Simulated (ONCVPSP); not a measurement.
# Cutoff test, tin, ONCV

* Element: Sn
* Generator: ONCVPSP 4.0.1
* Type: optimised norm-conserving Vanderbilt (ONCV)
* Functional: PBEsol
* Relativity: scalar-relativistic
* Frozen core: [Kr]
* Valence charge: 14
* Reference configuration: 4d10 5s2 5p2
* Partial waves: 5s: rc 1.75 bohr, ncon 4, nbas 8, qcut 3.1 1/bohr, 3 projectors, debl 1.8 Ha; 5p: rc 2.60 bohr, ncon 4, nbas 7, qcut 3.3 1/bohr, 1 projector; 4d: rc 1.10 bohr, ncon 4, nbas 7, qcut 7.6 1/bohr, 2 projectors, debl 0.7 Ha
* Local potential: polynomial inside 1.00 bohr (lpopt 5, dvloc0 0 Ha)
* Core correction: Teter function, fcfact 3.25, rcfact 1.65

In the d channel the program set the typed energies aside and used -0.948, 0.250 Ha.

**Question.** For each optimised wave give the share of its norm inside rc, the residual kinetic energy above qcut (Ha) and the cutoffs (Ha) for errors of 10, 1, 0.1 and 0.01 mHa per electron.

**Answer.**

| wave | norm inside rc | residual KE | 10 mHa | 1 mHa | 0.1 mHa | 0.01 mHa |
| --- | --- | --- | --- | --- | --- | --- |
| 5s | 0.228 | 4.0e-03 | 3.9 | 9.1 | 24.4 | 54.8 |
| s projector 2 | 0.192 | 5.8e-02 | 14.7 | 68.4 | 80.1 | 104.8 |
| s projector 3 | 0.107 | 2.1e-01 | 14.1 | 89.3 | 104.3 | 138.6 |
| 5p | 0.359 | 3.2e-04 | 1.3 | 4.3 | 10.8 | 20.4 |
| 4d | 0.569 | 2.7e-02 | 34.4 | 118.1 | 143.3 | 186.2 |
| d projector 2 | 0.030 | 2.4e-03 | 22.7 | 32.1 | 64.2 | 178.2 |

The occupied waves need 118 Ha and 143 Ha for 1 and 0.1 mHa. Note: ghosts flagged at negative energy: s at -243.2 eV, s at -117.3 eV, p at -110.6 eV, d at -6361.1 eV; GHOST(+) flagged for s at 459.1 eV. A true bound ghost makes a file unfit for plane-wave use.
